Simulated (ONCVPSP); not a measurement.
## bromine: one change to an ONCV potential, before and after

```
Element                 : Br
Generator               : ONCVPSP 4.0.1
Type                    : optimised norm-conserving Vanderbilt (ONCV)
Functional              : PBE
Relativity              : scalar-relativistic
Frozen core             : [Ar]
Valence charge          : 17
Reference configuration : 3d10 4s2 4p3 (charge +2)
Partial waves           : 4s: rc 1.35 bohr, ncon 4, nbas 7, qcut 4.1 1/bohr, 2 projectors, debl 1.9 Ha; 4p: rc 1.70 bohr, ncon 4, nbas 7, qcut 5 1/bohr, 2 projectors, debl 2.7 Ha; 3d: rc 0.70 bohr, ncon 4, nbas 9, qcut 21.2 1/bohr, 2 projectors, debl 0.8 Ha
Local potential         : polynomial inside 0.50 bohr (lpopt 5, dvloc0 0 Ha)
Core correction         : none
```

In the d channel the program set the typed energies aside and used -3.336, 0.250 Ha.

Change: local potential polynomial inside 0.50 bohr (lpopt 5, dvloc0 5.5 Ha).

Cutoffs: the cutoffs (Ha) at which the residual kinetic energy of the hardest occupied pseudo-wave falls to 1 and 0.1 mHa per electron; they do not see the model core or the augmentation charge, which bear on the density cutoff. Errors are all-electron minus pseudo energies relative to the spin-unpolarised reference configuration.

Task: Predict the effect on cutoff, ghosts and configuration errors.

Result: The potential gets neither clearly harder nor softer (192 Ha and 211 Ha → 192 Ha and 211 Ha); both files keep a bound ghost (p, s); of the 4 tests that both files solve, the error grows in 0 and shrinks in 2 by more than 15 % and 0.3 meV (median size 4.1 → 3.8 meV).

```tsv
quantity	base	changed
cutoff, loose	192 Ha	192 Ha
cutoff, tight	211 Ha	211 Ha
bound ghosts	s, p	s, p
GHOST(+) flags under 300 eV	s at 174.0 eV	s at 183.5 eV
error for 3d10 4s2 4p5, meV [ΔE -35.31 eV]	+5.9	+3.9
error for 3d10 4s2 4p4, meV [ΔE -22.76 eV]	+4.1	+3.6
error for 3d10 4s2 4p2, meV [ΔE 33.98 eV]	-4.1	-4.4
error for 3d10 4s1 4p5, meV [ΔE -9.76 eV]	+1.9	+1.3
s: phases at 1.37 bohr within 0.05 rad from the reference energy up to (Ha; the scan ends near 5)	4.8	to the end of the scan
p: phases at 1.72 bohr within 0.05 rad from the reference energy up to (Ha; the scan ends near 5)	n/a	4.6
d: phases at 0.71 bohr within 0.05 rad from the reference energy up to (Ha; the scan ends near 5)	to the end of the scan	to the end of the scan
```

 A true bound ghost makes a file unfit for plane-wave use even where its test errors are small: the radial tests pick states by their node count and pass the ghost by.
